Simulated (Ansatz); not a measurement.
Isomers of CH6FInSi, relaxed with PBE0-D4/def2-TZVP in Ansatz; electronic energies, one conformer each and not always the lowest. Functionals use def2-TZVPP; CBS adds triple-zeta CCSD(T) − MP2 to the MP2 limit of def2-TZVPP and def2-QZVPP.

Elements past krypton have def2 core potentials. Outer-core shells of In are correlated without core-valence functions. Spin–orbit coupling is left out.

Question: Order them by energy at frozen-core CCSD(T)/CBS, lowest first. (Best estimate.)
A. `[CH3][In]([F])[SiH3]`
B. `FC[SiH2][InH2]`
C. `C[SiH](F)[InH2]`
D. `F[CH2][InH][SiH3]`

Answer: C (0.0 kJ/mol), A (41.1 kJ/mol), B (233.3 kJ/mol), D (252.4 kJ/mol).

Question: How do MP2/CBS(def2), PBE0-D4, HF/CBS(def2), ωB97M-V place them (kJ/mol, against `C[SiH](F)[InH2]`)? (Estimate.)

Answer: Ansatz gave: 
| isomer | MP2/CBS(def2) | PBE0-D4 | HF/CBS(def2) | ωB97M-V |
| --- | --- | --- | --- | --- |
| `F[CH2][InH][SiH3]` | 262.7 | 244.2 | 259.7 | 251.4 |
| `FC[SiH2][InH2]` | 245.2 | 224.7 | 241.0 | 226.9 |
| `[CH3][In]([F])[SiH3]` | 37.1 | 48.7 | 62.0 | 53.4 |
